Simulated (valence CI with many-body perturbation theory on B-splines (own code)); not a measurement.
# Er²⁹⁺: M1 decay

Calculated by valence CI with perturbative core correlation (CI+MBPT): three valence electrons over a frozen Dirac-Fock core [Kr], radial functions for each j: 7 s, 7 p, 8 d, 6 f, 4 g, 1 h, with the one-electron correlation potential Σ1 (screened to all orders), the two-electron term Σ2, the three-electron term Σ3, Breit, model QED; selected single and double excitations, second order for the rest, scaled by the run's own slope (own B-spline code, finite nucleus).

The last digits are not significant, and no measured levels were compared; by estimate large intervals hold to a few tenths of a per cent, small ones and those within an open d or f shell to about a per cent. The list stops below the first excitations out of the core.

Lines 1 to 50 of 64 in falling wavelength, among levels below 106.869 eV, chosen from the decays that carry over 1 % of a level's rate. Wavelengths and rates use the calculated energies. Weak lines are less certain than strong ones. Lines between different terms over intervals too small for the method are left out, as are lines whose strength nearly cancels. The highest levels of a list are the least certain.

Levels are named by their leading jj configuration (3d3/2^4 stands for four electrons in 3d with j = 3/2), which in mixed levels can hold well under half, so a name can repeat and another be missing. Letters in brackets count levels of one name in rising energy.

```tsv
λ vac (nm)	Upper	Lower	Type	A (s⁻¹)	Branch %
2195	(4d3/2^2 4d5/2) J=9/2	(4d3/2^2 4d5/2) J=7/2	M1	8.54e-01	100.0
788.9	(4d3/2^2 4d5/2) J=1/2	(4d3/2^2 4d5/2) J=3/2	M1	4.78e+01	1.6
401.3	(4d3/2^2 4d5/2) J=7/2	(4d3/2^2 4d5/2) J=5/2 [a]	M1	2.91e+02	99.4
373.0	(4d3/2 4d5/2^2) J=11/2	(4d3/2 4d5/2^2) J=9/2	M1	1.05e+02	2.0
323.6	(4d3/2 4d5/2^2) J=5/2 [b]	(4d3/2 4d5/2^2) J=3/2 [a]	M1	2.07e+02	2.2
248.9	(4d3/2 4d5/2^2) J=5/2 [a]	(4d3/2 4d5/2^2) J=7/2 [a]	M1	2.20e+02	1.8
216.0	(4d5/2^3) J=3/2	(4d3/2 4d5/2^2) J=3/2 [b]	M1	4.34e+02	1.5
179.9	(4d3/2^2 4d5/2) J=5/2 [b]	(4d3/2^2 4d5/2) J=7/2	M1	1.57e+02	5.3
178.9	(4d3/2 4d5/2^2) J=5/2 [a]	(4d3/2^2 4d5/2) J=5/2 [b]	M1	1.27e+03	10.4
165.6	(4d3/2 4d5/2^2) J=7/2 [b]	(4d3/2 4d5/2^2) J=7/2 [a]	M1	4.61e+02	6.2
161.8	(4d3/2^2 4d5/2) J=5/2 [b]	(4d3/2^2 4d5/2) J=3/2	M1	1.39e+03	46.8
149.9	(4d5/2^3) J=9/2	(4d3/2 4d5/2^2) J=11/2	M1	7.51e+02	2.8
144.5	(4d3/2 4d5/2^2) J=5/2 [b]	(4d3/2^2 4d5/2) J=5/2 [b]	M1	3.29e+03	35.4
144.1	(4d3/2^2 4d5/2) J=5/2 [a]	(4d3/2^3) J=3/2	M1	9.42e+03	100.0
142.8	(4d3/2 4d5/2^2) J=3/2 [b]	(4d3/2 4d5/2^2) J=1/2	M1	1.70e+03	7.8
142.4	(4d5/2^3) J=5/2	(4d3/2 4d5/2^2) J=3/2 [b]	M1	1.10e+03	2.5
140.2	(4d3/2 4d5/2^2) J=7/2 [a]	(4d3/2^2 4d5/2) J=7/2	M1	3.80e+03	18.4
131.4	(4d3/2 4d5/2^2) J=7/2 [b]	(4d3/2^2 4d5/2) J=5/2 [b]	M1	5.50e+02	7.4
130.7	(4d3/2 4d5/2^2) J=9/2	(4d3/2^2 4d5/2) J=9/2	M1	7.06e+03	60.2
129.3	(4d3/2 4d5/2^2) J=3/2 [b]	(4d3/2 4d5/2^2) J=3/2 [a]	M1	2.85e+03	13.0
124.2	(4d3/2^2 4d5/2) J=5/2 [b]	(4d3/2^2 4d5/2) J=5/2 [a]	M1	3.01e+02	10.1
123.3	(4d3/2 4d5/2^2) J=9/2	(4d3/2^2 4d5/2) J=7/2	M1	4.66e+03	39.7
114.3	(4d3/2 4d5/2^2) J=3/2 [a]	(4d3/2^2 4d5/2) J=1/2	M1	2.81e+03	9.8
113.6	(4d3/2^2 4d5/2) J=3/2	(4d3/2^3) J=3/2	M1	8.23e+03	99.1
107.8	(4d5/2^3) J=3/2	(4d3/2 4d5/2^2) J=5/2 [b]	M1	5.04e+02	1.8
106.9	(4d5/2^3) J=9/2	(4d3/2 4d5/2^2) J=9/2	M1	1.10e+04	40.4
105.5	(4d3/2 4d5/2^2) J=1/2	(4d3/2^2 4d5/2) J=1/2	M1	1.62e+04	94.1
103.9	(4d3/2 4d5/2^2) J=7/2 [a]	(4d3/2^2 4d5/2) J=5/2 [a]	M1	1.69e+04	81.6
99.86	(4d3/2 4d5/2^2) J=3/2 [a]	(4d3/2^2 4d5/2) J=3/2	M1	1.65e+04	57.7
99.27	(4d3/2^2 4d5/2) J=1/2	(4d3/2^3) J=3/2	M1	3.01e+03	98.1
96.78	(4d5/2^3) J=9/2	(4d3/2 4d5/2^2) J=7/2 [a]	M1	1.51e+04	55.5
96.76	(4d3/2 4d5/2^2) J=11/2	(4d3/2^2 4d5/2) J=9/2	M1	5.22e+03	98.0
94.29	(4d5/2^3) J=3/2	(4d3/2 4d5/2^2) J=5/2 [a]	M1	1.09e+04	38.8
93.07	(4d3/2 4d5/2^2) J=1/2	(4d3/2^2 4d5/2) J=3/2	M1	7.67e+02	4.5
91.11	(4d5/2^3) J=5/2	(4d3/2 4d5/2^2) J=7/2 [b]	M1	4.38e+03	10.0
89.70	(4d3/2 4d5/2^2) J=5/2 [a]	(4d3/2^2 4d5/2) J=7/2	M1	1.05e+03	8.6
86.46	(4d3/2 4d5/2^2) J=3/2 [b]	(4d3/2^2 4d5/2) J=5/2 [b]	M1	9.84e+03	44.9
85.95	(4d5/2^3) J=3/2	(4d3/2 4d5/2^2) J=1/2	M1	5.32e+03	18.9
85.72	(4d5/2^3) J=5/2	(4d3/2 4d5/2^2) J=5/2 [b]	M1	8.29e+03	18.9
84.94	(4d3/2 4d5/2^2) J=5/2 [a]	(4d3/2^2 4d5/2) J=3/2	M1	7.94e+03	65.0
84.17	(4d3/2 4d5/2^2) J=3/2 [a]	(4d3/2^2 4d5/2) J=5/2 [a]	M1	8.43e+03	29.5
80.87	(4d5/2^3) J=3/2	(4d3/2 4d5/2^2) J=3/2 [a]	M1	9.17e+03	32.5
80.13	(4d3/2 4d5/2^2) J=5/2 [b]	(4d3/2^2 4d5/2) J=7/2	M1	4.96e+03	53.5
78.66	(4d3/2 4d5/2^2) J=7/2 [b]	(4d3/2^2 4d5/2) J=9/2	M1	2.96e+03	39.6
76.94	(4d5/2^3) J=5/2	(4d3/2 4d5/2^2) J=5/2 [a]	M1	8.44e+03	19.2
75.93	(4d3/2 4d5/2^2) J=7/2 [b]	(4d3/2^2 4d5/2) J=7/2	M1	2.64e+03	35.4
73.31	(4d3/2 4d5/2^2) J=5/2 [a]	(4d3/2^2 4d5/2) J=5/2 [a]	M1	1.26e+03	10.3
67.77	(4d5/2^3) J=5/2	(4d3/2 4d5/2^2) J=3/2 [a]	M1	1.24e+04	28.2
66.79	(4d3/2 4d5/2^2) J=5/2 [b]	(4d3/2^2 4d5/2) J=5/2 [a]	M1	5.74e+02	6.2
66.72	(4d3/2^2 4d5/2) J=5/2 [b]	(4d3/2^3) J=3/2	M1	1.11e+03	37.5
```
